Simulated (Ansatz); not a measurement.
One change: CH₃OH becomes `[OH][SnH3]`.

Ansatz, PBE0-D4/def2-TZVP geometries, multiplicity 1. 

Elements past krypton have def2 core potentials.

```csv
property,CH₃OH
LUMO energy (PBE/def2-TZVPP) / eV,0.22
size of the dipole moment (B3LYP/def2-TZVPP) / D,1.64
HOMO–LUMO gap (ωB97M-V/def2-TZVPP) / eV,12.89
HOMO energy (B3LYP/def2-TZVPP) / eV,-7.65
HOMO–LUMO gap (PBE0/def2-TZVPP) / eV,8.99
HOMO energy (PBE/def2-TZVPP) / eV,-6.17
```

(1) What does the change do to each property? (Best estimate.)

## Answers

(1) Computed: 
```csv
property,`[OH][SnH3]`,shift
LUMO energy (PBE/def2-TZVPP) / eV,-1.33,-1.55
size of the dipole moment (B3LYP/def2-TZVPP) / D,1.67,0.03
HOMO–LUMO gap (ωB97M-V/def2-TZVPP) / eV,11.48,-1.41
HOMO energy (B3LYP/def2-TZVPP) / eV,-7.97,-0.32
HOMO–LUMO gap (PBE0/def2-TZVPP) / eV,7.67,-1.32
HOMO energy (PBE/def2-TZVPP) / eV,-6.61,-0.44
```

With PBE0 the HOMO falls by 0.32 eV and the LUMO falls by 1.64 eV, so the gap narrows by about 1.32 eV. PBE moves the HOMO by -0.44 eV and ωB97M-V by -0.20 eV. Dipoles are sizes alone; their direction can turn.

B3LYP here is the variant with VWN-RPA as its local correlation; programs differ in this.
